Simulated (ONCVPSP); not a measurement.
# Reading a pseudo-wave (Mg)

Columns: radius, all-electron u(r) and pseudo u(r) of the 2p shell (level -50.87 eV) of magnesium in the configuration [He] 2s2 2p6 3s1.5; PBE, scalar-relativistic, ONCV scheme, ONCVPSP 4.0.1.

| r (bohr) | all-electron | pseudo |
| --- | --- | --- |
| 0.070 | 0.1742 | 0.1091 |
| 0.140 | 0.4754 | 0.3830 |
| 0.210 | 0.7481 | 0.7016 |
| 0.280 | 0.9486 | 0.9567 |
| 0.350 | 1.0751 | 1.1052 |
| 0.420 | 1.1379 | 1.1617 |
| 0.490 | 1.1516 | 1.1621 |
| 0.560 | 1.1306 | 1.1331 |
| 0.630 | 1.0859 | 1.0860 |
| 0.700 | 1.0265 | 1.0264 |
| 0.770 | 0.9588 | 0.9586 |
| 0.840 | 0.8872 | 0.8871 |
| 0.910 | 0.8149 | 0.8148 |
| 0.980 | 0.7441 | 0.7440 |
| 1.050 | 0.6763 | 0.6762 |
| 1.120 | 0.6122 | 0.6121 |
| 1.190 | 0.5523 | 0.5523 |
| 1.260 | 0.4970 | 0.4969 |
| 1.330 | 0.4462 | 0.4461 |
| 1.400 | 0.3997 | 0.3997 |
| 1.470 | 0.3575 | 0.3574 |
| 1.540 | 0.3192 | 0.3191 |
| 1.610 | 0.2846 | 0.2846 |
| 1.680 | 0.2534 | 0.2534 |
| 1.750 | 0.2255 | 0.2254 |
| 1.820 | 0.2004 | 0.2004 |

Task: How many radial nodes do the two functions have?

Result: The all-electron 2p function has n − l − 1 = 0; the pseudo-wave has 0.

Task: At about which radius was the pseudo-wave matched?

Result: 0.75 bohr. The columns agree to 0.0005 from 0.63 bohr on; several derivatives are matched, so the curves merge somewhat inside the radius.

Task: Where does each function peak?

Result: Outermost all-electron maximum near 0.49 bohr, pseudo maximum near 0.49 bohr (to the table’s step).

Task: Is the pseudo-wave norm-conserving?

Result: Yes: the ONCV scheme keeps the norm inside the radius equal to the all-electron one, which fixes the energy derivative of the logarithmic derivative at the level.
